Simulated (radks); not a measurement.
Results of a calculation; reference values are marked as such.
Initial-state core-level shifts of the antimony ion Sb3+ when its valence configuration changes from [Kr] 4d10 5s2. Level of theory: Dirac Kohn-Sham, PBEsol, spin-unpolarised, spherical densities, finite nucleus; open shells fill j = l - 1/2 first; Fermi nuclear charge, rms radius 4.6802 fm (a radial shooting solver on a logarithmic mesh with Libxc functionals). Shifts are changes of the shell-averaged eigenvalues in eV (positive: less bound); the change of the density at the nucleus, which sets a Mossbauer isomer shift, is in e/bohr^3, on a base of 2.087e+05.

| valence | 2s | 3s | 3p | 3d | density at nucleus |
|---|---|---|---|---|---|
| 4d10 5s1 5p1 | -1.205 | -1.231 | -1.230 | -1.229 | -60.07 |
| 4d10 5s1.5 5p0.5 | -0.606 | -0.619 | -0.618 | -0.617 | -29.85 |
| 4d8 5s2 5p2 | -18.988 | -18.154 | -18.157 | -18.332 | +44.52 |
| 4d9 5s2 5p1 | -9.363 | -8.987 | -8.989 | -9.069 | +21.40 |
| 4d9.5 5s2 5p0.5 | -4.649 | -4.471 | -4.472 | -4.510 | +10.47 |
| 4d9.5 5s1.5 5p1 | -5.240 | -5.075 | -5.075 | -5.113 | -20.61 |
| 4d10 5p2 | -2.387 | -2.441 | -2.439 | -2.435 | -121.60 |
| 4d8 5s1 5p3 | -20.372 | -19.558 | -19.559 | -19.733 | -26.90 |
| 4d9.5 5s1 5p1.5 | -5.826 | -5.674 | -5.673 | -5.711 | -52.07 |
